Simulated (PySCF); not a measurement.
A structure optimised at PBE-D3(BJ)/def2-SVP, used in a PySCF frequency run:

```xyz
16

C      3.1728    -0.2080    -0.2572
N      1.7820    -0.6115    -0.3272
Si     0.4146     0.2020     0.3700
N     -0.8256    -0.9007     0.9373
C     -2.1544    -0.5114     0.4367
Si    -1.5541     0.9150    -0.7342
H      3.2983     0.5515     0.5415
H      3.5567     0.2463    -1.2009
H      3.8426    -1.0609    -0.0036
H      1.5916    -1.3404    -1.0199
H      1.0783     1.1503     1.3459
H     -0.7622    -1.6584     1.6248
H     -2.6805    -1.3360    -0.0980
H     -2.8446    -0.1352     1.2280
H     -2.1973     2.2536    -0.4700
H     -1.7347     0.5936    -2.1971
```
Charge 0, spin multiplicity 1.

Task: Write its SMILES and formula.

Result: CN[Si@@H]1NC[SiH2]1, C₂H₁₀N₂Si₂

Task: What are its rotational constants (standard atomic weights)?

Result: 4.8469, 1.2759, 1.1050 GHz
